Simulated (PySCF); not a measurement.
Coordinates in bohr (charge 0 multiplicity 1):
```
Nb    0.0000    0.0000   -2.3621
O     2.6410    0.0000   -4.2592
O    -2.6410    0.0000   -4.2592
I     0.0000    0.0000    2.8060
```

These are results of PBE in PySCF with Nb def2-SVP with ECP28, O def2-SVP, I def2-SVP with ECP28; scalar-relativistic core potentials, no spin–orbit coupling; density-fitted integrals, not measurements.

This geometry of NbO₂I is a stationary point at this level.

**Question.** What is the point group?

**Answer.** C2v.

**Question.** Is it a minimum?

**Answer.** No: it has 1 imaginary mode, at 81i cm⁻¹ (b1).

**Question.** Which band is strongest in the infrared?

**Answer.** 956 cm⁻¹ (b2), 174 km/mol.

**Question.** What are the dipole moment and the gap between the highest occupied and lowest empty levels?

**Answer.** 1.19 D and 2.00 eV.

**Question.** Give the atomic charges and bond orders.

**Answer.** 
```tsv
atom	Mulliken	Löwdin	polar tensor	Mayer order to Nb1
Nb1	0.77	0.04	1.94	–
O2,3	-0.28	-0.09	-0.74	2.31
I4	-0.21	0.14	-0.47	1.23
```

Other isomers or separated fragments may lie lower. At this level a singlet minimum of Cs symmetry lies 15 kJ/mol below this structure.
